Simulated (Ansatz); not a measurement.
The cluster Hf₂N₂⁺. The state is a doublet with charge 1. Geometry r2SCAN-D4/def2-TZVP; atoms count from 1.

```
atom   x (Å)   y (Å)   z (Å)
 Hf1  -0.001  -0.514  -1.283
 Hf2   0.001   0.520   1.297
  N3  -0.512   1.117  -0.455
  N4   0.512  -1.122   0.441
```

In the def2 sets Hf takes a core potential; there is no spin–orbit coupling. No other spin state of charge 1 was run. The structure comes from a short search, and lower isomers may exist.

**Question.** Estimate the Mulliken populations from the PBE0/def2-TZVP orbitals of Ansatz.

**Answer.** 
| atom | charge (e) | spin (α − β) | d electrons |
| --- | --- | --- | --- |
| Hf1 | 1.11 | 0.44 | 2.13 |
| Hf2 | 1.05 | 0.69 | 2.09 |
| N3 | -0.58 | -0.07 | – |
| N4 | -0.58 | -0.07 | – |
Mulliken values and Mayer orders depend strongly on the basis.

**Question.** Where does the spin sit?

**Answer.** Summed by element: Hf 1.14, N -0.14, of 1 unpaired in all. Largest on single atoms: Hf2 0.69, Hf1 0.44, N3 -0.07.

**Question.** And the Mayer bond orders between bonded heavy atoms (over 0.3)?

**Answer.** Hf1–Hf2 1.05 (2.78 Å); Hf1–N3 1.59 (1.90 Å); Hf1–N4 1.59 (1.90 Å); Hf2–N3 1.49 (1.92 Å); Hf2–N4 1.49 (1.92 Å).
